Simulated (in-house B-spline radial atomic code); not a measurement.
A fraction x of an electron is removed from 4d in Pm, starting from [Xe] 4f5 6s2 and keeping the highest spin. Level of theory: scalar-relativistic (X2C) AM05, spin-polarised, spherical fractional occupations, Fermi nucleus of rms radius 4.962 fm; calculated with a radial B-spline atomic code at the basis-set limit.

```json
{"x": "0", "E(x) - E(0) (eV)": "0.0000", "4d down level (eV)": "-119.719"}
{"x": "0.1", "E(x) - E(0) (eV)": "12.0419", "4d down level (eV)": "-121.131"}
{"x": "0.14", "E(x) - E(0) (eV)": "?", "4d down level (eV)": "?"}
{"x": "0.26", "E(x) - E(0) (eV)": "31.6118", "4d down level (eV)": "-123.515"}
{"x": "0.39", "E(x) - E(0) (eV)": "47.8001", "4d down level (eV)": "-125.548"}
{"x": "0.5", "E(x) - E(0) (eV)": "61.7077", "4d down level (eV)": "-127.326"}
{"x": "0.54", "E(x) - E(0) (eV)": "66.8139", "4d down level (eV)": "-127.985"}
{"x": "0.72", "E(x) - E(0) (eV)": "90.1228", "4d down level (eV)": "-131.022"}
{"x": "0.84", "E(x) - E(0) (eV)": "?", "4d down level (eV)": "?"}
{"x": "0.95", "E(x) - E(0) (eV)": "120.7193", "4d down level (eV)": "-135.062"}
{"x": "1", "E(x) - E(0) (eV)": "127.4948", "4d down level (eV)": "-135.961"}
```

Q: What belongs in the row x = 0.14?

A: An energy change of 16.8988 eV; 4d down at -121.714 eV.

Q: What belongs in the row x = 0.84?

A: An energy change of 105.9702 eV; 4d down at -133.109 eV.

Q: Check Janak's theorem between x = 0.26 and 0.39.

A: The slope of the energy is 124.53 eV; the orbital levels give 124.53 eV (-ε of the emptying orbital, averaged over the two points).
